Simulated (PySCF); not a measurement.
SMILES c1cc[se]c1Oc1ccsc1 (C8H6OSSe), GFN2-xTB optimised geometry. Atoms within 1.6 Å of the plane z = 0.0 Å (x, y, z in Å): C1 (0.99, -2.95, -1.14), C4 (1.09, -0.68, -0.61), O5 (1.50, 0.43, 0.04), C6 (0.70, 1.54, 0.00), C7 (-0.72, 1.54, 0.00), C8 (-1.23, 2.80, 0.00), S9 (0.00, 4.00, 0.01), C10 (1.23, 2.80, 0.00), C11 (1.42, -1.95, -0.24), H12 (1.17, -4.00, -0.96), H14 (-1.32, 0.65, 0.03), H15 (-2.26, 3.10, 0.00), H16 (2.26, 3.07, 0.01), H17 (1.96, -2.16, 0.67).

Method: CAM-B3LYP/def2-SVP in PySCF. Cells within 0.4 Å of a nucleus heavier than hydrogen are left out (blank, or x).

Map of the HOMO−1 amplitude (bohr^(-3/2)) on the plane z = 0.0 Å; orbital energy -8.05 eV, overall sign arbitrary:

```
|33333333333333333333333333333|
|33333333333333333333333333333|
|33333333333333333333333333333|
|33333333333333223333333333333|
|33333333333333x23333333333333|
|33333333333333x33333333333333|
|33333333333333333333333333333|
|33333333333x33333x33333333333|
|33333333333x22333x33333333333|
|33333333333222333333333333333|
|333333333333xx3xx333333333333|
|333333333334xx3xx333333333333|
|33333333334444333333333333333|
|33333333333433333xx3333333333|
|33333333333332223323333333333|
|33333333333222233332233333333|
|33333333333222334322223333333|
|33333333333333346421222333333|
|33333333333333468x00122333333|
|33333333333334579x00122333333|
|33333333333334567621122333333|
|33333333333334566432222333333|
|33333333333334455432223333333|
|33333333333333444333333333333|
|33333333333333333333333333333|
|33333333333333333333333333333|
|33333333333333333333333333333|
|33333333333333333333333333333|
|33333333333333333333333333333|
```
Scale: ten equal steps from -0.053 (start of '0') to 0.107 (end of '9'), in the order '0123456789'; x runs from -6.00 to 6.00, y from -6.00 (bottom) to 6.00 (top).
